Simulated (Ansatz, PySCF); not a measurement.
Gas-phase reaction in SMILES: CCCl → C[CH]Cl + H atom (the C-H bond at the site shown breaks; other sites are not compared here)
Structures are relaxed separately at B3LYP-D3(BJ)/def2-TZVP in Ansatz (an electronic-structure program).

Property: bond dissociation energy (enthalpy at 298 K, with B3LYP-D3(BJ) rigid-rotor harmonic-oscillator terms from PySCF), in kcal/mol. Valence correlation only, unless marked. UHF or UKS for open shells. Spin-orbit coupling is left out. No relativistic terms. CBS(X,Y): correlation extrapolated as X^-3; Hartree-Fock from the larger set. The bracket is a focal-point correction in the basis named.

RI-MP2/CBS(cc-pV(T+d)Z,cc-pV(Q+d)Z)+[CCSD(T)-MP2]/cc-pV(T+d)Z (Ansatz) gives 98.2 kcal/mol.

**Question.** Another calculation gave 94.4 kcal/mol. Which level was it?
A. B2PLYP/def2-TZVPD (Ansatz)
B. SVWN5/def2-TZVPD (Ansatz)
C. r2SCANh/def2-TZVPD (Ansatz)
D. HF/def2-TZVPD (PySCF)

**Answer.** A, B2PLYP/def2-TZVPD (Ansatz). The others give 90.9 (r2SCANh), 73.2 (HF), 101.8 (SVWN5) kcal/mol.
